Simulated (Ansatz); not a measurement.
Species: C2H2BCl2, charge -1, multiplicity 1. It need not be the lowest isomer of its formula. Whether it binds its extra electron was not tested at this geometry. 
Geometry from a B3LYP-D3(BJ)/def2-TZVP (Ansatz, a first-principles code) optimisation:
```xyz
7

C     -2.4905    -0.3288    -0.6350
C     -1.5765     0.0583     0.3287
B     -0.1030     0.0318     0.0982
Cl     1.0517     0.5566     1.4139
Cl     0.7309    -0.4823    -1.4011
H     -3.5143    -0.2118    -0.2043
H     -1.8721     0.4127     1.3324
```
Charge -1, spin multiplicity 1.

Total electronic energies in hartree. Correlated levels leave the core frozen unless marked. Spin-orbit coupling is left out. Non-relativistic. CBS marks a two-point X^-3 extrapolation of the correlation energy; Hartree-Fock from the larger set. The bracket is a focal-point correction in the basis named.

| level | program | energy (Eh) |
|---|---|---|
| HF/aug-cc-pV(D+d)Z | Ansatz | -1020.63700 |
| RI-HF/cc-pV(T+d)Z | Ansatz | -1020.67573 |
| revPBE-D4/def2-TZVPD | Ansatz + dftd4 | -1022.59538 |
| r2SCANh-D4/def2-TZVPD | Ansatz + dftd4 | -1022.63854 |
| r2SCAN0/def2-TZVPD | Ansatz | -1022.62599 |
| B2PLYP-D3(BJ)/def2-TZVPD | Ansatz + dftd3 | -1022.41886 |
| MP2/STO-3G | Ansatz | -1009.52840 |
| RI-MP2/CBS(aug-cc-pV(T+d)Z,aug-cc-pV(Q+d)Z) | Ansatz | -1021.6047 |
| SCS-MP2/cc-pV(D+d)Z | Ansatz | -1021.21508 |
| CCSD/6-31G* | Ansatz | -1021.18351 |
| CCSD/aug-cc-pV(Q+d)Z | Ansatz | -1021.59957 |
| CCSD/cc-pV(Q+d)Z | Ansatz | -1021.59108 |
| CCSD(T)/STO-3G | Ansatz | -1009.56804 |
| RI-MP2/CBS(aug-cc-pV(T+d)Z,aug-cc-pV(Q+d)Z)+[CCSD(T)-MP2]/aug-cc-pV(Q+d)Z | Ansatz | -1021.6896 |
| CCSD(T)/CBS(aug-cc-pV(T+d)Z,aug-cc-pV(Q+d)Z) | Ansatz | -1021.6871 |

Totals of different functionals don't rank their quality; only differences between species are comparable.
